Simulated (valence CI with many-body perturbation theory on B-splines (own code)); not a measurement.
**E1 line list for Te²¹⁺**

Level of theory: relativistic CI+MBPT: three valence electrons over a frozen Dirac-Fock core [Ar] 3d10, radial functions for each j: 11 s, 11 p, 9 d, 7 f, 5 g, 2 h, 1 i, with the one-electron correlation potential Σ1 (screened to all orders), the two-electron term Σ2, the three-electron term Σ3, Breit, model QED; selected single and double excitations, second order for the rest (own B-spline code, finite nucleus).

No measured spectrum was set against this ion. As an estimate, levels hold to about 250 cm⁻¹ or 0.2 % of their energy and the worst to 1 %, as in measured heavy ions of charge 2 to 7; those with d or f electrons hold less well.

Lines 201 to 250 of 270 in falling wavelength, among levels below 1816100 cm⁻¹, chosen from the strongest by gf and those to the six lowest levels. Wavelengths and rates use the calculated energies, so an error of 2000 cm⁻¹ moves a line at 126.2 Å by 0.25 % and its rate by three times that or more. Electric multipoles are in the length gauge, E1 and E2 with the static RPA response of the core. Weak lines are less certain than strong ones. Lines between different terms over intervals too small for the method are left out, as are lines whose strength nearly cancels. Where a level lies close to another of its J and parity, the split of strength between their lines is uncertain. The highest levels of a list are the least certain.

Levels are named by their leading jj configuration (3d3/2^4 stands for four electrons in 3d with j = 3/2), which in mixed levels can hold well under half, so a name can repeat and another be missing. Letters in brackets count levels of one name in rising energy.

```tsv
λ vac (Å)	Upper	Lower	A (s⁻¹)	log gf	Branch %
126.2	(4s 4p3/2 4d5/2) J=5/2 [a]	(4s 4p1/2 4p3/2) J=5/2	6.05e+07	-3.06	0.1
126.0	(4s 4p3/2 4d3/2) J=1/2 [a]	(4s 4p1/2 4p3/2) J=3/2 [a]	1.51e+11	-0.14	98.2
125.8	(4s^2 4d3/2) J=3/2	(4s^2 4p1/2) J=1/2	1.73e+11	0.21	82.0
125.7	(4s 4p3/2 4d3/2) J=5/2 [a]	(4s 4p1/2 4p3/2) J=3/2 [a]	7.48e+10	0.03	38.6
125.4	(4s 4p3/2 4d3/2) J=3/2 [a]	(4s 4p1/2 4p3/2) J=3/2 [a]	1.02e+11	-0.01	60.3
124.9	(4s 4p3/2 4d3/2) J=1/2 [b]	(4s 4p1/2 4p3/2) J=1/2	4.67e+10	-0.66	20.9
124.7	(4s 4p3/2 4d3/2) J=5/2 [b]	(4s 4p1/2 4p3/2) J=3/2 [b]	1.81e+11	0.40	79.6
124.4	(4p1/2 4p3/2 4d5/2) J=5/2 [c]	(4p1/2^2 4p3/2) J=3/2	1.07e+11	0.17	47.0
122.4	(4s 4p3/2 4d3/2) J=3/2 [b]	(4s 4p1/2 4p3/2) J=1/2	3.77e+10	-0.47	12.9
121.9	(4s 4p3/2 4d5/2) J=1/2	(4s 4p1/2 4p3/2) J=3/2 [b]	1.33e+09	-2.23	0.6
121.6	(4p3/2^2 4d5/2) J=1/2	(4p1/2 4p3/2^2) J=3/2	4.25e+10	-0.72	18.8
121.6	(4s 4p3/2 4d5/2) J=3/2 [a]	(4s 4p1/2 4p3/2) J=5/2	1.94e+08	-2.76	0.1
121.4	(4s 4p3/2 4d5/2) J=5/2 [a]	(4s 4p1/2 4p3/2) J=3/2 [a]	5.62e+08	-2.13	0.5
120.1	(4s 4p3/2 4d3/2) J=1/2 [b]	(4s 4p1/2 4p3/2) J=3/2 [b]	5.38e+09	-1.63	2.4
119.7	(4s 4p3/2 4d5/2) J=7/2 [b]	(4s 4p1/2 4p3/2) J=5/2	2.43e+10	-0.38	30.9
118.4	(4s 4p1/2 4d5/2) J=3/2	(4s 4p1/2^2) J=1/2	2.63e+10	-0.66	15.6
117.7	(4s 4p3/2 4d3/2) J=3/2 [b]	(4s 4p1/2 4p3/2) J=3/2 [b]	1.46e+10	-0.91	5.0
117.7	(4s 4p3/2 4d5/2) J=3/2 [b]	(4s 4p1/2 4p3/2) J=3/2 [b]	1.31e+09	-1.96	0.6
117.2	(4s 4p3/2 4d5/2) J=3/2 [a]	(4s 4p1/2 4p3/2) J=3/2 [a]	1.43e+09	-1.93	0.7
116.7	(4s 4p3/2 4d3/2) J=5/2 [b]	(4s 4p1/2 4p3/2) J=5/2	1.39e+08	-2.77	0.1
116.7	(4s 4p3/2 4d5/2) J=7/2 [c]	(4s 4p1/2 4p3/2) J=5/2	2.12e+10	-0.46	10.3
116.7	(4s 4p3/2 4d5/2) J=5/2 [b]	(4s 4p1/2 4p3/2) J=3/2 [b]	9.45e+08	-1.94	0.3
115.6	(4s 4p3/2 4d3/2) J=1/2 [a]	(4s 4p1/2^2) J=1/2	2.36e+07	-4.02	0.0
115.1	(4s 4p3/2 4d3/2) J=3/2 [a]	(4s 4p1/2^2) J=1/2	5.88e+08	-2.33	0.3
112.7	(4s 4p3/2 4d3/2) J=5/2 [b]	(4s 4p1/2 4p3/2) J=3/2 [a]	6.62e+08	-2.12	0.3
110.6	(4s 4p3/2 4d3/2) J=3/2 [b]	(4s 4p1/2 4p3/2) J=5/2	3.97e+08	-2.54	0.1
110.6	(4s 4p3/2 4d5/2) J=3/2 [b]	(4s 4p1/2 4p3/2) J=5/2	1.25e+07	-4.04	0.0
110.4	(4s 4p3/2 4d5/2) J=1/2	(4s 4p1/2 4p3/2) J=3/2 [a]	5.95e+08	-2.66	0.3
109.7	(4s 4p3/2 4d5/2) J=5/2 [b]	(4s 4p1/2 4p3/2) J=5/2	1.75e+09	-1.72	0.6
108.9	(4s 4p3/2 4d3/2) J=1/2 [b]	(4s 4p1/2 4p3/2) J=3/2 [a]	3.15e+08	-2.95	0.1
108.2	(4s 4p3/2 4d5/2) J=3/2 [a]	(4s 4p1/2^2) J=1/2	4.89e+09	-1.46	2.2
106.9	(4s 4p3/2 4d3/2) J=3/2 [b]	(4s 4p1/2 4p3/2) J=3/2 [a]	3.64e+08	-2.60	0.1
106.9	(4s 4p3/2 4d5/2) J=3/2 [b]	(4s 4p1/2 4p3/2) J=3/2 [a]	1.02e+09	-2.16	0.5
106.1	(4s 4p3/2 4d5/2) J=5/2 [b]	(4s 4p1/2 4p3/2) J=3/2 [a]	1.09e+09	-1.96	0.4
102.4	(4s 4p3/2 4d5/2) J=1/2	(4s 4p1/2^2) J=1/2	6.53e+08	-2.69	0.3
101.0	(4s 4p3/2 4d3/2) J=1/2 [b]	(4s 4p1/2^2) J=1/2	9.46e+08	-2.54	0.4
99.39	(4s 4p3/2 4d3/2) J=3/2 [b]	(4s 4p1/2^2) J=1/2	3.12e+07	-3.73	0.0
99.35	(4s 4p3/2 4d5/2) J=3/2 [b]	(4s 4p1/2^2) J=1/2	4.32e+08	-2.59	0.2
99.33	(4s^2 4f5/2) J=5/2	(4s 4p1/2 4p3/2) J=3/2 [b]	4.07e+09	-1.44	1.7
94.22	(4s^2 4f5/2) J=5/2	(4s 4p1/2 4p3/2) J=5/2	6.99e+07	-3.25	0.0
94.16	(4s^2 4f7/2) J=7/2	(4s 4p1/2 4p3/2) J=5/2	1.31e+09	-1.86	0.6
91.54	(4s^2 4f5/2) J=5/2	(4s 4p1/2 4p3/2) J=3/2 [a]	1.23e+08	-3.03	0.1
70.40	(4p1/2^2 4d3/2) J=3/2	(4s^2 4p3/2) J=3/2	1.26e+06	-5.43	0.0
68.79	(4p1/2^2 4d5/2) J=5/2	(4s^2 4p3/2) J=3/2	1.41e+07	-4.22	0.0
67.07	(4p1/2 4p3/2 4d3/2) J=5/2	(4s^2 4p3/2) J=3/2	3.96e+05	-5.80	0.0
66.42	(4p1/2 4p3/2 4d3/2) J=3/2 [a]	(4s^2 4p3/2) J=3/2	1.35e+06	-5.45	0.0
66.28	(4p1/2 4p3/2 4d3/2) J=1/2 [a]	(4s^2 4p3/2) J=3/2	1.83e+05	-6.62	0.0
65.26	(4p1/2^2 4d3/2) J=3/2	(4s^2 4p1/2) J=1/2	4.36e+07	-3.95	0.1
64.73	(4p1/2 4p3/2 4d5/2) J=3/2 [a]	(4s^2 4p3/2) J=3/2	3.23e+06	-5.09	0.0
64.69	(4p1/2 4p3/2 4d5/2) J=5/2 [a]	(4s^2 4p3/2) J=3/2	1.04e+06	-5.41	0.0
```
